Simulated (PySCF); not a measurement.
GaH(CH3)2, optimised at PBE/def2-SVP:

```xyz
10

C      1.7194     0.2293     0.2238
Ga     0.0206    -0.4488    -0.5440
C     -1.7663     0.0767     0.1387
H      2.3516    -0.6210     0.5565
H      2.2996     0.7631    -0.5587
H      1.5681     0.9150     1.0803
H      0.0950    -1.4644    -1.7690
H     -2.3225    -0.8251     0.4721
H     -2.3662     0.5297    -0.6789
H     -1.7179     0.7934     0.9816
```

Method: PySCF energies plus ideal-gas RRHO corrections (1 bar). 6-31G* has spherical d functions here. All species are closed-shell singlets. B3LYP is the form with VWN-RPA correlation. Ga: all electrons, no relativistic terms. GaH(CH3)2: computed as isolated molecules; such fragments, hydroxides, amides, oligomers or adducts are transient or little studied in the gas.

### Question
List the harmonic frequencies (cm⁻¹, unscaled, methyl torsions left out) at this level and at the other levels, each on its own geometry.

### Answer
- PBE/def2-SVP: 148, 382, 523, 524, 566, 569, 711, 745, 756, 1163, 1166, 1371, 1377, 1380, 1382, 1859, 2968, 2968, 3056, 3057, 3085, 3086
- B3LYP/6-31G*: 151, 388, 527, 542, 573, 623, 763, 796, 796, 1267, 1271, 1487, 1492, 1495, 1496, 1868, 3042, 3042, 3108, 3109, 3139, 3139
- HF/6-31G*: 166, 417, 558, 589, 600, 671, 810, 846, 852, 1392, 1398, 1602, 1607, 1609, 1611, 1952, 3181, 3182, 3240, 3241, 3269, 3270
- PBE0/def2-TZVP: 153, 398, 542, 546, 587, 598, 737, 771, 781, 1221, 1223, 1441, 1446, 1450, 1451, 1923, 3044, 3044, 3118, 3118, 3146, 3146
